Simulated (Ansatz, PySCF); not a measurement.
Here is a job for PySCF.
```python
from pyscf import gto, scf, dft

mol = gto.M(
    atom='''
Sb    0.00000000    0.00000000    0.00000000
''',
    basis='def2-svp',
    ecp={'Sb': 'def2-svp'},
    spin=3,
    verbose=3,
)

mf = dft.UKS(mol)
mf.xc = 'pbe'
mf.grids.atom_grid = (99, 590)
mf.grids.prune = None
mf.kernel()
```

Q: Give the equivalent Ansatz (a quantum-chemistry and plane-wave program) input.

A: This is not unique; one that fits is 
Ansatz 0.2 input:
```yaml
crystal:
  periodic: [false, false, false]
  atoms:
    - {symbol: Sb, position_ang: [0.00000000, 0.00000000, 0.00000000]}
basis:
  gaussian:
    orbitals: def2-SVP
hamiltonian:
  xc: pbe
magnetization: {spin_polarized: true, initial_magnetization: 3}
accuracy: high
```

Both were run: PySCF gave -240.201711 Eh and Ansatz -240.201712 Eh, 0.000 mEh apart.
